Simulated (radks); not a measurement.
Results of a calculation; reference values are marked as such.
Neutral chlorine inside a hard spherical wall (all orbitals vanish at R), configuration held at [Ne] 3s2 3p5 and not refilled when levels cross. Level of theory: non-relativistic Kohn-Sham, PBE, spin-polarised, spherical densities, point nucleus; open shells are filled with parallel spins first (a radial shooting solver on a logarithmic mesh with Libxc functionals). Eigenvalues in eV for spin up, with the zero of energy where the potential of the charges vanishes at infinity; a dash marks a level that is unbound or too diffuse for the functional's potential to be trusted. A positive occupied level is held by the wall or, in an anion where self-interaction has pushed it up, behind a barrier. The pressure on the wall is -dE/dV.

| R (bohr) | E (hartree) | kinetic (hartree) | e(2s) | e(2p) | e(3s) | e(3p) | e(4s, empty) | e(4p, empty) | pressure (GPa) |
|---|---|---|---|---|---|---|---|---|---|
| free | -459.97063 | 459.408 | -251.01 | -191.63 | -20.972 | -9.011 | - | - | 0 |
| 12 | -459.97063 | 459.408 | -251.01 | -191.63 | -20.971 | -9.010 | -0.198 | 1.112 | < 0.0001 |
| 3.5 | -459.59651 | 461.353 | -243.32 | -183.86 | -15.723 | -3.141 | 30.170 | 38.662 | 128 |
| 3 | -459.03874 | 463.675 | -236.63 | -177.07 | -10.890 | 2.443 | 51.520 | 61.394 | 453 |
| 2.5 | -457.53157 | 469.035 | -224.18 | -164.35 | -0.462 | 14.303 | 93.710 | 104.43 | 1810 |
| 2 | -453.09995 | 482.331 | -200.88 | -140.38 | 25.180 | 42.276 | 185.94 | 194.63 | 8740 |
| 1.5 | -437.95734 | 520.582 | -155.36 | -92.764 | 103.52 | 121.90 | 422.88 | 415.70 | 57800 |
